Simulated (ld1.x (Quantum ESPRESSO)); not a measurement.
# An all-electron radial function and its pseudo partner (B)

Columns: radius, all-electron u(r) and pseudo u(r) of the 2p shell (level -3.72 eV) of boron in the configuration [He] 2s2 2p1; LDA (PZ), scalar-relativistic, RRKJ scheme, ld1.x (Quantum ESPRESSO) 7.5.

```
r (bohr)  all-electron  pseudo
   0.088        0.0219  0.0104
   0.175        0.0711  0.0402
   0.262        0.1327  0.0870
   0.350        0.1989  0.1478
   0.438        0.2639  0.2172
   0.525        0.3242  0.2891
   0.612        0.3792  0.3590
   0.700        0.4287  0.4236
   0.788        0.4720  0.4788
   0.875        0.5087  0.5230
   0.962        0.5396  0.5567
   1.050        0.5653  0.5815
   1.138        0.5858  0.5987
   1.225        0.6013  0.6101
   1.312        0.6125  0.6175
   1.400        0.6199  0.6222
   1.487        0.6239  0.6247
   1.575        0.6249  0.6250
   1.662        0.6232  0.6232
   1.750        0.6192  0.6192
   1.838        0.6132  0.6132
   1.925        0.6056  0.6056
   2.012        0.5966  0.5966
   2.100        0.5862  0.5862
   2.188        0.5749  0.5749
   2.275        0.5629  0.5629
```

Q: How many radial nodes do the two functions have?

A: The all-electron 2p function has n − l − 1 = 0; the pseudo-wave has 0.

Q: At about which radius was the pseudo-wave matched?

A: 1.75 bohr. The columns agree to 0.0005 from 1.57 bohr on; several derivatives are matched, so the curves merge somewhat inside the radius.

Q: Where does each function peak?

A: Outermost all-electron maximum near 1.57 bohr, pseudo maximum near 1.57 bohr (to the table’s step).

Q: Is the pseudo-wave norm-conserving?

A: Yes: the RRKJ scheme keeps the norm inside the radius equal to the all-electron one, which fixes the energy derivative of the logarithmic derivative at the level.
